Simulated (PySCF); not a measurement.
Molecule: `InChI=1S/C7H8OS/c1-8-6-3-2-4-7(9)5-6/h2-5,9H,1H3`.

Cartesian coordinates in Å; atom numbers follow the order of the lines, from 1:
```xyz
17

C    -2.608   -1.116    0.483
O    -1.405   -1.298   -0.224
C    -0.414   -0.378   -0.070
C    -0.493    0.761    0.723
C     0.591    1.623    0.794
C     1.750    1.372    0.091
C     1.827    0.231   -0.702
S     3.324   -0.071   -1.592
C     0.756   -0.639   -0.784
H    -3.101   -0.179    0.204
H    -2.445   -1.134    1.565
H    -3.244   -1.954    0.201
H    -1.384    0.989    1.286
H     0.523    2.505    1.412
H     2.592    2.043    0.148
H     2.929   -1.212   -2.154
H     0.795   -1.530   -1.391
```

Frames of a GFN2-xTB Langevin trajectory at 200 K; GIAO PBE0/pcSseg-1 shieldings in PySCF 2.14.0 with density-fitted response routines, gas phase, non-relativistic; equivalent atoms averaged within each frame.

References, each an isolated molecule treated in the same way: TMS for $^{13}$C (186.93 ppm), $^{1}$H (31.72 ppm); $^{17}$O (336.08 ppm) against H2O; $^{33}$S (503.73 ppm) against CS2. The references are static minima.

**Question.** How do the shifts (ppm) fluctuate along the trajectory?

**Answer.** 
```tsv
time (fs)	C3	C7	C5	C9	C4	C6	C1	O2	S8	H14
optimised geometry	167.1	144.1	135.1	121.0	107.6	121.7	55.7	105.6	0	7.41
250	174.2	143.7	137.1	122.0	118.5	117.1	56.5	110.0	-17	8.37
425	165.2	148.8	137.3	123.1	103.2	120.8	60.6	115.0	9	7.86
625	170.4	143.6	137.3	119.7	110.1	126.2	53.9	102.9	26	7.66
800	171.2	146.3	135.4	123.6	108.7	127.1	57.1	111.3	-11	7.04
1000	178.5	144.7	136.0	123.6	112.0	121.1	57.5	109.3	29	7.87
mean of frames	171.9	145.4	136.6	122.4	110.5	122.5	57.1	109.7	7	7.76
standard deviation	4.9	2.2	0.9	1.6	5.6	4.1	2.4	4.4	21	0.48
```

5 frames give an uncertainty of the mean of about the standard deviation over 2.2 at best, since frames this close in time may not be independent; classical motion lacks zero-point vibration, and the reference would need the same averaging.
